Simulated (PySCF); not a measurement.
HOSi, SMILES O[Si] (connectivity only; charge and spin as stated), neutral, multiplicity 2. Atoms are numbered in the order given.

```xyz
3

Si    -0.0159     0.6751     0.0000
O      0.1158    -0.9918     0.0000
H     -0.7042    -1.5172     0.0000
```
Charge 0, spin multiplicity 2.

Geometry optimised at PBE-D3(BJ)/def2-TZVPD.

Calculation: PBE/pcH-1 (PySCF).

Unrestricted Kohn–Sham, ⟨S²⟩ = 0.753. Hyperfine tensors hold the contact and dipolar terms, without spin-orbit corrections.

Computed hyperfine couplings:
| nucleus | A(iso) (MHz) | A(iso) (G) | dipolar principal values (MHz) |
|---|---|---|---|
| 29Si no. 1 | 24.4 | 8.7 | -198.6, 95.4, 103.3 |
| 17O no. 2 | -26.7 | -9.5 | -20.7, 7.0, 13.7 |
| 1H no. 3 | 57.9 | 20.6 | -7.1, -3.4, 10.5 |

Question: And the g tensor (effective nuclear charges for spin-orbit coupling, GIAO)? (An estimate is asked for; the answer gives what the named calculation found.)

Answer: principal values 1.9307, 2.0004, 2.0022; isotropic 1.9778.
